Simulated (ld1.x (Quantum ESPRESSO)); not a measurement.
**What one change does to a pseudopotential (Pb (Z = 82), TM)**

lead, norm-conserving Troullier–Martins (Kleinman–Bylander form), made with ld1.x (Quantum ESPRESSO) 7.5 (LDA (PZ), scalar-relativistic). Core [Xe] 4f14, reference 5d10 6s2 6p1 (charge +1). Waves: 6p (bound): rc 2.70 bohr; 5d (bound): rc 2.15 bohr; 6s (bound): rc 1.65 bohr. Local part: the s channel. Core correction: Bessel-smoothed model core inside 0.85 bohr.

All-electron outer shells of the reference configuration (LDA (PZ), scalar-relativistic, ld1.x):

```csv
shell,level (eV),outermost node (bohr),outermost maximum (bohr)
5p,-93.73,0.49,0.88
5d,-29.03,0.52,1.07
6s,-19.59,1.01,1.95
6p,-10.15,1.18,2.50
```

Change: wave 6s (bound): rc 1.65 bohr becomes 6s (bound): rc 1.42 bohr.

Cutoffs: the cutoffs (Ry, on a coarse ladder) from which the occupation-weighted sum of valence levels, in a spherical-Bessel basis at the reference potential, stays within 10 and 1 mRy of its value at 400 Ry; they do not see the model core or the augmentation charge, which bear on the density cutoff. Errors are all-electron minus pseudo energies relative to the spin-unpolarised reference configuration.

How do hardness, ghosts and transferability respond?

The potential gets harder (50 Ry and 90 Ry → 110 Ry and 180 Ry); the s channel binds one level more than in the base; of the 9 tests that both files solve, the error grows in 3 and shrinks in 3 by more than 15 % and 0.3 meV (median size 5.7 → 5.7 meV); the range in which the s phases agree narrows (upper end 0.7 → -0.7); neither file shows a bound ghost. A smaller radius makes the pseudo-wave follow the all-electron one further in, where it bends more sharply, so more plane waves are needed.

```tsv
quantity	base	changed
cutoff, loose	50 Ry	110 Ry
cutoff, tight	90 Ry	180 Ry
loose cutoff by channel (10 mRy a level)	p 8 Ry, d 40 Ry, s 30 Ry	p 8 Ry, d 40 Ry, s 90 Ry
bound ghosts	none	none
error for 5d10 6s2 6p2, meV [ΔE -6.83 eV]	+3.1	+2.3
error for 5d10 6s2 6p0, meV [ΔE 13.76 eV]	-9.1	-10.0
error for 5d10 6s1 6p0, meV [ΔE 46.64 eV]	-25	+4.2
error for 5d9 6s2 6p2, meV [ΔE 20.47 eV]	-134	-9.0
error for 5d10 6s1 6p2, meV [ΔE 9.60 eV]	-5.0	-14
error for 5d10 6s0 6p4, meV [ΔE 11.20 eV]	-23	-113
error for 5d10 6s2 6p1.5, meV [ΔE -4.22 eV]	+2.0	+1.7
error for 5d10 6s2 6p1 (spin-polarised), meV [ΔE -0.15 eV]	+0.7	+1.1
error for 5d10 6s2 6p2 (spin-polarised), meV [ΔE -7.28 eV]	+5.7	+5.7
s: phases at 2.97 bohr within 0.05 rad from the reference energy up to (Ry; the scan ends near 5)	0.7	-0.7
p: phases at 2.97 bohr within 0.05 rad from the reference energy up to (Ry; the scan ends near 5)	2.1	2.7
d: phases at 2.97 bohr within 0.05 rad from the reference energy up to (Ry; the scan ends near 5)	0.0	0.1
```
